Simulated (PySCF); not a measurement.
## Vibration and rotation of GaCl

RHF-CCSD(T) constants of GaCl, ¹Σ⁺ (singlet), closed shell (PySCF, scalar-relativistic core potentials, basis sets Ga cc-pVDZ-PP with ECP10, Cl cc-pV(D+d)Z; masses 68.9256 and 34.9689 u):

| Item | Value |
| --- | --- |
| ωe | 365.5 cm⁻¹ |
| ωexe | 1.11 cm⁻¹ |
| Be | 0.14472 cm⁻¹ |
| αe | 0.000688 cm⁻¹ |
| De to Ga + Cl | 4.39 eV |

Question: What force constant and bond length do these constants imply?

Answer: Reduced mass μred = 23.199 u; k = 5.8918×10⁻⁷·μred·ωe² (u, cm⁻¹, mdyn/Å) = 1.83 mdyn/Å; Re = √(16.8576/(μred·Be)) (u, cm⁻¹, Å) = 2.241 Å.

Question: Estimate the centrifugal constant D from the Kratzer relation and find the Dunham coefficient a1.

Answer: D = 4Be³/ωe² = 9.08e-08 cm⁻¹; a1 = −1 − αeωe/(6Be²) = -3.00.

Correlated steps freeze 9 core orbitals. Correlated levels converge slowly with the basis: in double zeta they bind strong bonds too weakly, by up to about 1 eV, and carry superposition errors of some tenths. Where the molecule has an RHF reference, its open-shell atoms are computed with UHF.
